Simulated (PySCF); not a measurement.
All values below come from TPSSh-D3(BJ)/def2-TZVP // B3LYP-D3(BJ)/def2-TZVP run with PySCF 2.14.0. All species are isolated molecules in the gas phase. One relaxed conformer stands for a flexible species; it need not be the lowest. Excitations are Tamm–Dancoff values on a coarser integration grid. The basis has no diffuse functions, so Rydberg states are missing or too high.

Reference species (SMILES): `[SiH2]=CO[SiH3]` (Si–C–O–Si torsion 0°) (neutral, multiplicity 1).

| Quantity | Result |
|---|---|
| brightest of the four lowest singlets (TDA) | 5.10 eV |
| LUMO | -1.36 eV |

Changed species: `C=[SiH][SiH2]O` (C–Si–Si–O torsion -11°, Si–Si–O–H torsion -47°).

Problem. Give the shifts of the brightest of the four lowest singlets (TDA) and LUMO.

Solution. the brightest of the four lowest singlets (TDA) goes up by 0.25 eV, to 5.35 eV; the LUMO falls by 0.60 eV, to -1.96 eV.
